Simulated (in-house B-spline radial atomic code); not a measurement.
**RPA and G0W0 on CAM-B3LYP: Cl VIII (Cl7+)**

Configuration [He] 2s2 2p6, mean-field start CAM-B3LYP. Computed with a B-spline radial code for spherical atoms: all electrons, non-relativistic, point nucleus, each spin shell either full or empty, empty states to l = 9 with an (l + 1/2)⁻⁴ tail; G0W0 by contour deformation at full frequency.

Command:
```bash
python run_gw.py task.json out
```
Settings (radii: box in bohr, nucleus in fm):
```
Z                        17
electrons                10
configuration            [He] 2s2 2p6
hamiltonian              nr
method                   camb3lyp
lmax                     9
spin_polarised           False
box_radius               8.41
intervals                47
```

Time taken, with all properties: 0.6 s on 1 thread of Arm Neoverse V1, with other jobs on the host.

Energies (hartree):

```tsv
term	value
mean-field total	-445.14251
Hartree-Fock functional on these orbitals	-444.75935
direct second order	-0.65274
second-order exchange	0.23076
SOSEX correction	0.21904
```

**Question.** What is the RPA correlation energy, and what remains with SOSEX?

**Answer.** RPA gives -0.60582 hartree (-1.65 eV per electron); RPA + SOSEX gives -0.38678, and the second-order doubles -0.42198 hartree (no singles). SOSEX takes back 36 % of the RPA value.

Quasi-particle levels (eV):

```csv
level,occupied,mean field,Σx - vxc,Σc,QP weight,G0W0
2p,yes,-330.98,-19.52,?,?,?
2s,yes,-391.06,-27.08,4.37,0.978,-413.77
1s,yes,-2904.62,-87.30,25.57,0.927,-2966.36
3s,no,-120.61,7.37,-0.65,0.998,-113.89
```

G0W0 = mean field + (Σx - vxc) + Σc, with Σc (partial-wave tail included) taken at the quasi-particle energy.

**Question.** Where does G0W0 put 2p?

**Answer.** At -348.59 eV, with Σc = 1.91 eV and a quasi-particle weight of 0.983. The tabulated removal energy is 348.306 ± 0.007 eV (NIST, measured); the calculation leaves out relativity, Breit and QED terms, and what these don't explain is the method's own error.
